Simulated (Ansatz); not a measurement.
Computed with B3LYP-D3(BJ)/def2-TZVP (Ansatz, a quantum-chemistry and plane-wave program). No frequencies were computed at this level.

Ansatz 0.2 input:
```yaml
crystal:
  periodic: [false, false, false]
  atoms:
    - { symbol: C, position_ang: [1.518814, 0.020113, -0.252212] }
    - { symbol: N, position_ang: [0.438526, 0.516448, 0.134354] }
    - { symbol: C, position_ang: [-0.758214, -0.267036, 0.200711] }
    - { symbol: O, position_ang: [-1.855951, 0.476096, -0.229086] }
    - { symbol: H, position_ang: [1.642278, -1.018215, -0.575081] }
    - { symbol: H, position_ang: [2.396467, 0.64967, -0.263147] }
    - { symbol: H, position_ang: [-0.881886, -0.562589, 1.259644] }
    - { symbol: H, position_ang: [-0.727867, -1.177392, -0.417249] }
    - { symbol: H, position_ang: [-1.772169, 1.362907, 0.142067] }
basis:
  gaussian: { orbitals: def2-tzvp }
hamiltonian:
  xc: b3lyp
  dispersion: d3bj
relax:
  max_steps: 150
```

Output:

```
Functional definition: B3LYP
886 factors; their error is unknown
mean field evaluation 1: about -5686.2612 eV, gradient 6.2e1 eV
mean field evaluation 2: about -5677.2702 eV, gradient 9.1e1 eV
mean field evaluation 4: about -5693.8494 eV, gradient 6.2e0 eV
mean field evaluation 8: about -5693.9150 eV, gradient 5.0e-1 eV
mean field evaluation 16: about -5693.9153 eV, gradient 3.7e-5 eV
mean field -5693.91532108 eV, -209.2475285753 hartree, gradient 3.7e-5 eV, S^2 0.000000; 0 other end points of the search recorded, 0 dependent functions left out
reference -5693.91556537 eV, -209.2475375526 hartree; 16, 16 occupied and 138, 138 virtual orbitals, 886 factors
relax step   1: F+E_penalty+E_count = -5694.14228460 eV  Δ(F+E_penalty+E_count) = +0.000e0 eV  max|allowed force component| = 5.581e-1 eV/Å  Δτ_max = 0.0000 Å  (29 SCF iters, accepted)
these checks for a lower state are left out or cut short: starts, cluster_reference, orbital_swaps, neighbouring_geometries, increment
886 factors; their error is unknown
mean field -5693.92934401 eV, -209.2480439083 hartree, gradient 1.5e-5 eV, S^2 0.000000; 0 other end points of the search recorded, 0 dependent functions left out
reference -5693.92958792 eV, -209.2480528719 hartree; 16, 16 occupied and 138, 138 virtual orbitals, 886 factors
relax step   2: F+E_penalty+E_count = -5694.15616397 eV  Δ(F+E_penalty+E_count) = -1.388e-2 eV  max|allowed force component| = 3.571e-1 eV/Å  Δτ_max = 0.0351 Å  (31 SCF iters, accepted)
these checks for a lower state are left out or cut short: starts, cluster_reference, orbital_swaps, neighbouring_geometries, increment
886 factors; their error is unknown
mean field -5693.93078918 eV, -209.2480970173 hartree, gradient 1.6e-5 eV, S^2 0.000000; 0 other end points of the search recorded, 0 dependent functions left out
reference -5693.93103258 eV, -209.2481059623 hartree; 16, 16 occupied and 138, 138 virtual orbitals, 886 factors
relax step   3: F+E_penalty+E_count = -5694.15764243 eV  Δ(F+E_penalty+E_count) = -1.478e-3 eV  max|allowed force component| = 2.926e-1 eV/Å  Δτ_max = 0.0287 Å  (32 SCF iters, accepted)
these checks for a lower state are left out or cut short: starts, cluster_reference, orbital_swaps, neighbouring_geometries, increment
886 factors; their error is unknown
mean field evaluation 32: about -5693.7978 eV, gradient 6.0e0 eV
mean field -5693.89768891 eV, -209.2468806051 hartree, gradient 1.8e-5 eV, S^2 0.000000; 0 other end points of the search recorded, 0 dependent functions left out
reference -5693.89793168 eV, -209.2468895267 hartree; 16, 16 occupied and 138, 138 virtual orbitals, 886 factors
relax step   4: F+E_penalty+E_count = -5694.12538813 eV  Δ(F+E_penalty+E_count) = +3.225e-2 eV  max|allowed force component| = 5.294e-1 eV/Å  Δτ_max = 0.0967 Å  (31 SCF iters, rejected (line search))
these checks for a lower state are left out or cut short: starts, cluster_reference, orbital_swaps, neighbouring_geometries, increment
886 factors; their error is unknown
mean field -5693.93676160 eV, -209.2483164997 hartree, gradient 1.6e-5 eV, S^2 0.000000; 0 other end points of the search recorded, 0 dependent functions left out
reference -5693.93700457 eV, -209.2483254287 hartree; 16, 16 occupied and 138, 138 virtual orbitals, 886 factors
relax step   5: F+E_penalty+E_count = -5694.16393220 eV  Δ(F+E_penalty+E_count) = -6.290e-3 eV  max|allowed force component| = 5.423e-2 eV/Å  Δτ_max = 0.0307 Å  (33 SCF iters, accepted)
these checks for a lower state are left out or cut short: starts, cluster_reference, orbital_swaps, neighbouring_geometries, increment
886 factors; their error is unknown
mean field -5693.93725634 eV, -209.2483346811 hartree, gradient 2.0e-5 eV, S^2 0.000000; 0 other end points of the search recorded, 0 dependent functions left out
reference -5693.93749895 eV, -209.2483435969 hartree; 16, 16 occupied and 138, 138 virtual orbitals, 886 factors
relax step   6: F+E_penalty+E_count = -5694.16481412 eV  Δ(F+E_penalty+E_count) = -8.819e-4 eV  max|allowed force component| = 9.348e-2 eV/Å  Δτ_max = 0.0761 Å  (32 SCF iters, accepted)
these checks for a lower state are left out or cut short: starts, cluster_reference, orbital_swaps, neighbouring_geometries, increment
886 factors; their error is unknown
mean field -5693.93798597 eV, -209.2483614947 hartree, gradient 1.5e-5 eV, S^2 0.000000; 0 other end points of the search recorded, 0 dependent functions left out
reference -5693.93822874 eV, -209.2483704161 hartree; 16, 16 occupied and 138, 138 virtual orbitals, 886 factors
relax step   7: F+E_penalty+E_count = -5694.16540442 eV  Δ(F+E_penalty+E_count) = -5.903e-4 eV  max|allowed force component| = 4.883e-2 eV/Å  Δτ_max = 0.0179 Å  (34 SCF iters, accepted)
these checks for a lower state are left out or cut short: starts, cluster_reference, orbital_swaps, neighbouring_geometries, increment
886 factors; their error is unknown
mean field evaluation 64: about -5693.9382 eV, gradient 7.8e-3 eV
mean field -5693.93816465 eV, -209.2483680611 hartree, gradient 1.5e-5 eV, S^2 0.000000; 0 other end points of the search recorded, 0 dependent functions left out
reference -5693.93840750 eV, -209.2483769854 hartree; 16, 16 occupied and 138, 138 virtual orbitals, 886 factors
relax step   8: F+E_penalty+E_count = -5694.16556871 eV  Δ(F+E_penalty+E_count) = -1.643e-4 eV  max|allowed force component| = 3.066e-2 eV/Å  Δτ_max = 0.0105 Å  (33 SCF iters, accepted)
these checks for a lower state are left out or cut short: starts, cluster_reference, orbital_swaps, neighbouring_geometries, increment
886 factors; their error is unknown
mean field -5693.93826941 eV, -209.2483719108 hartree, gradient 1.5e-5 eV, S^2 0.000000; 0 other end points of the search recorded, 0 dependent functions left out
reference -5693.93851234 eV, -209.2483808384 hartree; 16, 16 occupied and 138, 138 virtual orbitals, 886 factors
relax step   9: F+E_penalty+E_count = -5694.16564314 eV  Δ(F+E_penalty+E_count) = -7.443e-5 eV  max|allowed force component| = 1.297e-2 eV/Å  Δτ_max = 0.0082 Å  (34 SCF iters, accepted)
these checks for a lower state are left out or cut short: starts, cluster_reference, orbital_swaps, neighbouring_geometries, increment
886 factors; their error is unknown
mean field -5693.93826195 eV, -209.2483716367 hartree, gradient 1.5e-5 eV, S^2 0.000000; 0 other end points of the search recorded, 0 dependent functions left out
reference -5693.93850489 eV, -209.2483805644 hartree; 16, 16 occupied and 138, 138 virtual orbitals, 886 factors
relax step  10: F+E_penalty+E_count = -5694.16564471 eV  Δ(F+E_penalty+E_count) = -1.572e-6 eV  max|allowed force component| = 1.254e-2 eV/Å  Δτ_max = 0.0012 Å  (35 SCF iters, accepted)
these checks for a lower state are left out or cut short: starts, cluster_reference, orbital_swaps, neighbouring_geometries, increment
886 factors; their error is unknown
mean field -5693.93826738 eV, -209.2483718362 hartree, gradient 1.5e-5 eV, S^2 0.000000; 0 other end points of the search recorded, 0 dependent functions left out
reference -5693.93851031 eV, -209.2483807637 hartree; 16, 16 occupied and 138, 138 virtual orbitals, 886 factors
relax step  11: F+E_penalty+E_count = -5694.16565210 eV  Δ(F+E_penalty+E_count) = -7.390e-6 eV  max|allowed force component| = 5.003e-3 eV/Å  Δτ_max = 0.0011 Å  (34 SCF iters, accepted)
886 factors; their error is unknown
mean field evaluation 96: about -5677.5746 eV, gradient 9.0e1 eV
mean field -5693.93826738 eV, -209.2483718362 hartree, gradient 1.5e-5 eV, S^2 0.000000; 1 other end points of the search recorded, 0 dependent functions left out
reference -5693.93851031 eV, -209.2483807637 hartree; 16, 16 occupied and 138, 138 virtual orbitals, 886 factors
Total energy: -5694.16589503 eV, -209.2567369982 hartree
Atom 0 at     1.512311     0.029468    -0.256936 Å, force     0.001626    -0.003248    -0.005003 eV/Å
Atom 1 at     0.464869     0.532028     0.228979 Å, force    -0.003738    -0.000163     0.001375 eV/Å
Atom 2 at    -0.743856    -0.267366     0.239417 Å, force    -0.003879     0.004691    -0.000213 eV/Å
Atom 3 at    -1.820190     0.464464    -0.296378 Å, force     0.003004    -0.000755     0.001139 eV/Å
Atom 4 at     1.555204    -0.980796    -0.682861 Å, force     0.000270     0.001276     0.001533 eV/Å
Atom 5 at     2.432011     0.610868    -0.265379 Å, force     0.002108     0.000525     0.001195 eV/Å
Atom 6 at    -0.932939    -0.548497     1.283748 Å, force     0.000838    -0.001266    -0.000596 eV/Å
Atom 7 at    -0.660492    -1.178208    -0.365028 Å, force     0.000664    -0.000159     0.000805 eV/Å
Atom 8 at    -1.806920     1.338042     0.114440 Å, force    -0.000894    -0.000903    -0.000234 eV/Å
Dipole moment:     0.308417    -0.150080     0.096291 e Å
```

Cost: about 30 core-seconds (a rough figure).
